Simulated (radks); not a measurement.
Values are calculated unless marked as measured or tabulated.
Species: the germanium ion Ge+. Configuration: [Ar] 3d10 4s2 4p1 (the NIST ground configuration).

Code: a radial shooting solver on a logarithmic mesh with Libxc functionals. Model: Dirac Kohn-Sham, LDA (Slater exchange, Perdew-Wang correlation), spin-unpolarised, spherical densities, finite nucleus; open shells are shared between the two j in proportion to 2j + 1; Fermi nuclear charge, rms radius 4.0742 fm.

Energy parts (hartree):
part                       energy
total                 -2095.70541
kinetic                2139.29851
electron-nucleus      -5050.64310
Hartree                 892.00120
exchange-correlation    -76.36201

Orbitals (lengths in bohr, moments of r in powers of bohr):
orbital	occ.	eigenvalue (hartree)	<r^2>	small-component weight
1s1/2	2	-402.2911	0.002981	1.34e-02
2s1/2	2	-50.63937	0.05215	2.59e-03
2p1/2	2	-45.13016	0.04042	2.58e-03
2p3/2	4	-43.96127	0.04191	2.53e-03
3s1/2	2	-6.49593	0.4515	5.94e-04
3p1/2	2	-4.67909	0.4835	5.45e-04
3p3/2	4	-4.52143	0.5000	5.31e-04
3d3/2	4	-1.43178	0.6876	4.01e-04
3d5/2	6	-1.41018	0.6978	3.97e-04
4s1/2	2	-0.74010	4.687	7.24e-05
4p1/2	0.333333	-0.42771	7.302	4.71e-05
4p3/2	0.666667	-0.41840	7.526	4.58e-05

The highest occupied level is 4p3/2 at -11.385 eV. The electron density at the nucleus is 3.156e+04 e/bohr^3. Summed over all electrons, <r^2> = 27.99 bohr^2, which gives a Langevin (diamagnetic) susceptibility term of -22.2 x 10^-6 cm^3/mol.
